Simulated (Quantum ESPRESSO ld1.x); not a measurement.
The numbers below are computed, except where a source is named.
The calcium ion Ca3.2+, 16.8 electrons, occupied as [Ne] 3s2 3p4.8 (fractional occupations, a model configuration). Code: ld1.x of Quantum ESPRESSO 7.5. Model: Dirac Kohn-Sham, relativistic LDA (MacDonald-Vosko exchange, VWN5 correlation), spin-unpolarised, spherical densities, point nucleus; open shells are shared between the two j in proportion to 2j + 1.

Unscreened Slater integrals over Kohn-Sham orbitals (cm^-1). Large and small components are both included.

integral,value
"F0(3p3/2,3p3/2)",165230
"F2(3p3/2,3p3/2)",83445
"F0(3p3/2,3p1/2)",165670
"G2(3p3/2,3p1/2)",83632
"F0(3p3/2,3s1/2)",170510
"G1(3p3/2,3s1/2)",113610
"F0(3p3/2,2p3/2)",224100
"F2(3p3/2,2p3/2)",43427
"G0(3p3/2,2p3/2)",17416
"G2(3p3/2,2p3/2)",17894
"F0(3p3/2,2p1/2)",224320
"G2(3p3/2,2p1/2)",17858
"F0(3p1/2,3p1/2)",166130
"F0(3p1/2,3s1/2)",171000
"G1(3p1/2,3s1/2)",113950
"F0(3p1/2,2p3/2)",225210
"G2(3p1/2,2p3/2)",17915
"F0(3p1/2,2p1/2)",225430
"G0(3p1/2,2p1/2)",17578
"F0(3s1/2,3s1/2)",176400
"F0(3s1/2,2p3/2)",234220
"G1(3s1/2,2p3/2)",19256
"F0(3s1/2,2p1/2)",234420
"G1(3s1/2,2p1/2)",19264
"F0(2p3/2,2p3/2)",610930
"F2(2p3/2,2p3/2)",285410
"F0(2p3/2,2p1/2)",613340
"G2(2p3/2,2p1/2)",285500
"F0(2p1/2,2p1/2)",615780
